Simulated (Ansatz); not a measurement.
# Relaxing a trial structure of Al2H2OSn

The starting geometry of this gas-phase triplet was optimised with GFN2-xTB; its bonds are those of `[O]1[AlH][Sn][AlH]1`.

| atom | x (Å) | y (Å) | z (Å) |
| --- | --- | --- | --- |
| Al | -1.0178 | 1.1149 | 0.1000 |
| Al | -1.9877 | -0.7470 | 2.1888 |
| O | -0.9724 | -0.3852 | 0.8838 |
| Sn | -2.9295 | 1.7155 | 1.8473 |
| H | -0.0584 | 1.3548 | -1.0846 |
| H | -1.8786 | -2.1432 | 2.8420 |

Q: Predict what it relaxes into with BLYP-D3(BJ)/def2-SVP.

A: It keeps its bonds, and is `[O]1[AlH][Sn][AlH]1`.

The energy falls by 0.20 eV over 6 steps:

```json
{"step": "1", "E − E(last) (eV)": "0.205"}
{"step": "2", "E − E(last) (eV)": "0.062"}
{"step": "3", "E − E(last) (eV)": "0.019"}
{"step": "4", "E − E(last) (eV)": "0.000"}
{"step": "5", "E − E(last) (eV)": "0.000"}
{"step": "6", "E − E(last) (eV)": "0.000"}
```

Final geometry (Å):

```yaml
atoms:
  - { symbol: Al, position_ang: [-0.9972, 1.1161, 0.0744] }
  - { symbol: Al, position_ang: [-1.9833, -0.7780, 2.2006] }
  - { symbol: O, position_ang: [-0.8982, -0.4670, 0.8455] }
  - { symbol: Sn, position_ang: [-2.9584, 1.7466, 1.8620] }
  - { symbol: H, position_ang: [-0.0501, 1.4776, -1.1586] }
  - { symbol: H, position_ang: [-1.9571, -2.1854, 2.9533] }
```

No frequencies were run, so the end isn't proven a minimum. Open shells are spin-unrestricted. The triplet needn't be the ground state. Atoms past krypton carry core potentials, without spin–orbit terms. Run with Ansatz 0.2.0, 43 s on 1 thread of Arm Neoverse V1, on a shared host.
